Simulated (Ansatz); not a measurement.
```yaml
crystal:
  periodic: [false, false, false]
  atoms:
    - {symbol: Sn, position_ang: [-1.407475, -1.284465, 0.666402]}
    - {symbol: Sn, position_ang: [1.020478, 0.857974, 0.890367]}
    - {symbol: Sn, position_ang: [0.074085, -0.281804, -1.997625]}
    - {symbol: O, position_ang: [0.597333, -1.164197, -0.106105]}
    - {symbol: O, position_ang: [-0.889113, 0.430459, 1.617055]}
    - {symbol: O, position_ang: [0.604702, 1.442032, -1.070104]}
basis:
  gaussian: {orbitals: def2-SVPD, point_charges: [{charge: -1.00, position_ang: [4.113, 0.604, 0.116]}]}
total_charge: -1
magnetization: {spin_polarized: true, initial_magnetization: 1}
hamiltonian: {xc: {name: wB97M-V}}
scf: {omitted_lower_state_checks: [starts]}
```

```sh
$ ansatz run in.yaml --threads 4 --pin off --events-out ev --progress --plain --max-ram 4787MiB
```

Output, abridged:

```
Functional definition: wB97M-V
1941 factors; integrals over basis functions are off by at most 1.2e-4 eV
571 factors; integrals over basis functions are off by at most 1.6e-5 eV
mean field evaluation 1: about -23620.9983 eV, gradient 4.4e1 eV
mean field evaluation 2: about -23602.6520 eV, gradient 8.2e1 eV
mean field evaluation 4: about -23628.6801 eV, gradient 5.6e0 eV
mean field evaluation 8: about -23628.8899 eV, gradient 1.8e-1 eV
mean field evaluation 16: about -23628.8904 eV, gradient 3.6e-3 eV
mean field -23628.89040496 eV, -868.3457061452 hartree, gradient 3.9e-5 eV, S^2 0.756464; 0 other end points of the search recorded, 0 dependent functions left out
reference -23628.89045553 eV, -868.3457080036 hartree; 46, 45 occupied and 119, 120 virtual orbitals, 1941 factors
Total energy: -23628.89045553 eV, -868.3457080036 hartree
Checks for a lower state left out: starts
```

Run time 25 s (4 threads of Intel Xeon Platinum 8259CL on a shared host), peak host memory 1.5 GiB.

In the def2 sets Sn takes a core potential; there is no spin–orbit coupling.
